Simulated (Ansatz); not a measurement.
Basis-set series for AlBFH₄NOSi. The species carries charge 0 and has multiplicity 1. Geometry: relaxed with PBE0-D4/def2-TZVP.

Cartesian coordinates in Å:
```
B 0.950 -1.425 0.486
N 0.092 -0.395 0.068
Si 0.267 1.363 -0.018
O -1.275 1.555 -0.620
Al -1.570 -0.139 -0.585
F -2.863 -1.041 -0.998
H 2.055 -1.166 0.885
H 0.584 -2.568 0.447
H 0.449 2.007 1.304
H 1.311 1.810 -0.970
```

```
functional       basis  functions  energy (Eh)  HOMO (eV)  LUMO (eV)
   PBE0-D4  def2-TZVPP        264   -788.85251      -8.34      -1.27
   PBE0-D4  def2-QZVPP        488   -788.88580      -8.35      -1.38
   ωB97M-V  def2-TZVPP        264   -789.25571     -10.61       0.34
   ωB97M-V  def2-QZVPP        488   -789.28640     -10.62       0.05
```

Problem. Give the rows for def2-SVP. (Best estimate.)

Solution. Computed: 
```json
{"functional": "PBE0-D4", "basis": "def2-SVP", "functions": "112", "energy (Eh)": "-788.34190", "HOMO (eV)": "-8.28", "LUMO (eV)": "-1.16"}
{"functional": "ωB97M-V", "basis": "def2-SVP", "functions": "112", "energy (Eh)": "-788.73806", "HOMO (eV)": "-10.50", "LUMO (eV)": "0.48"}
```

Positive LUMOs are unbound and depend on the basis.
